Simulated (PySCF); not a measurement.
## One molecule, a ladder of functionals, a line

Molecule: SMILES C=C[SiH2]CC[SiH3], C4H12Si2.

Cartesian coordinates in Å; atom numbers follow the order of the lines, from 1:
```xyz
18

C     3.589    0.187   -0.882
C     2.609    0.622   -0.081
Si    1.235   -0.472    0.564
C    -0.452    0.038   -0.119
C    -1.604   -0.838    0.390
Si   -3.284   -0.343   -0.316
H     3.655   -0.861   -1.198
H     4.374    0.853   -1.258
H     2.610    1.685    0.198
H     1.177   -0.404    2.060
H     1.531   -1.886    0.166
H    -0.623    1.098    0.143
H    -0.393    0.011   -1.221
H    -1.668   -0.799    1.491
H    -1.428   -1.899    0.139
H    -3.269   -0.463   -1.808
H    -3.586    1.081    0.033
H    -4.379   -1.210    0.223
```

GIAO shieldings (ppm, equivalent atoms averaged) in PySCF on the PBE0-D3(BJ)/def2-SVP geometry, basis pcSseg-1, gas phase, non-relativistic:

```csv
functional,exact exchange (%),σ(Si3),σ(Si6)
BLYP,0,352.0,387.8
BP86,0,362.2,396.6
PBE,0,362.6,398.1
B3LYP,20,365.1,398.9
PBE0,25,378.5,411.5
mPW1PW91,25,377.4,409.2
HF,100,417.3,445.2
```

(1) Fit each shielding as a line in the percentage of exact exchange.

(2) What does the line predict for BHandHLYP (50 %), and what does the run give?

## Answers

(1) σ(Si3) = 359.3 + 0.59 x (rms 4.5 ppm); σ(Si6) = 394.3 + 0.51 x (rms 4.1 ppm). The functionals also differ in their semilocal parts, which the line can't hold; Hartree–Fock has no correlation at all.

(2) σ(Si3): 388.8 predicted, 384.0 computed; σ(Si6): 419.8 predicted, 415.5 computed ppm.
